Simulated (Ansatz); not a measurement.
CH5BClGeN (`Cl[B]1C[NH][GeH2]1`). The species carries charge 0 and has multiplicity 1.

```csv
atom,x (Å),y (Å),z (Å)
Cl1,2.226,-1.916,0.065
B2,0.949,-0.757,0.062
C3,-0.154,-0.485,-1.027
N4,-0.714,0.766,-0.487
Ge5,0.092,0.750,1.199
H6,0.213,-0.394,-2.059
H7,-0.853,-1.342,-1.025
H8,-1.694,0.932,-0.662
H9,-0.835,0.362,2.378
H10,0.770,2.086,1.557
```

Problem. List the harmonic frequencies (cm⁻¹, unscaled) at PBE0-D4/def2-TZVP in Ansatz. (Best estimate.)

Solution. The calculation gave: 120, 187, 255, 350, 399, 448, 485, 599, 681, 720, 750, 877, 914, 1040, 1079, 1136, 1220, 1338, 1444, 2088, 2128, 2947, 3014, 3609.

Problem. Is this a minimum?

Solution. Yes, all 24 modes are real.

Problem. Give the ideal-gas thermochemistry at 298.15 K and 1 bar (rigid rotor, harmonic oscillator; point group C1, symmetry number 1).

Solution. Zero-point energy 166.4 kJ/mol; H(298) − E = 185.9 kJ/mol; entropy 341.4 J/(mol·K), of which translation 171.3, rotation 117.5, vibration 52.6; G(298) − E = 84.1 kJ/mol.

Problem. And at 400, 500, 600, 800 and 1000 K?

Solution. 
```json
{"T (K)": "400", "H − E (kJ/mol)": "197.7", "S (J/mol/K)": "375.2", "G − E (kJ/mol)": "47.6"}
{"T (K)": "500", "H − E (kJ/mol)": "211.2", "S (J/mol/K)": "405.2", "G − E (kJ/mol)": "8.5"}
{"T (K)": "600", "H − E (kJ/mol)": "226.1", "S (J/mol/K)": "432.5", "G − E (kJ/mol)": "-33.4"}
{"T (K)": "800", "H − E (kJ/mol)": "259.3", "S (J/mol/K)": "480.1", "G − E (kJ/mol)": "-124.8"}
{"T (K)": "1000", "H − E (kJ/mol)": "295.7", "S (J/mol/K)": "520.7", "G − E (kJ/mol)": "-224.9"}
```
